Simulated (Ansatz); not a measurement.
Reaction (redistribution): `[BH2][SnH2][SiH2][SiH3]` + `COB(O)O` → `[BH2][SnH2][SiH3]` + `COB(O)O[SiH3]`

Gas-phase electronic energies from Ansatz, PBE0-D4/def2-TZVP geometries. CCSD(T)/CBS is the MP2 limit (def2-TZVPP, def2-QZVPP) plus CCSD(T) − MP2 in def2-TZVPP, frozen cores. def2 core potentials past Kr. For Sn outer-core shells are correlated without core-valence functions, which leaves a few kJ/mol of doubt a bond. Each species was taken in one conformer, which may not be the lowest.

```tsv
species	CCSD/def2-TZVPP energy (Eh)
`[BH2][SnH2][SiH2][SiH3]`	-821.87632
`COB(O)O`	-291.34909
`[BH2][SnH2][SiH3]`	-531.62420
`COB(O)O[SiH3]`	-581.62767
```

Q: Work out ΔE.

A: ΔE = (-531.62420) + (-581.62767) − (-821.87632) − (-291.34909) = -0.02646 Eh = -69.5 kJ/mol. CCSD(T)/CBS gives -65.1 kJ/mol.

Largest T1 diagnostic among the species: 0.014.

In def2-TZVPP, CCSD(T) changes the Hartree–Fock value by +25.7 kJ/mol (the triples alone add +3.4 kJ/mol) and MP2 by +21.2 kJ/mol. From PBE to PBE0 (25 % exact exchange), in def2-TZVPP and without D4, ΔE moves by −6.1 kJ/mol.
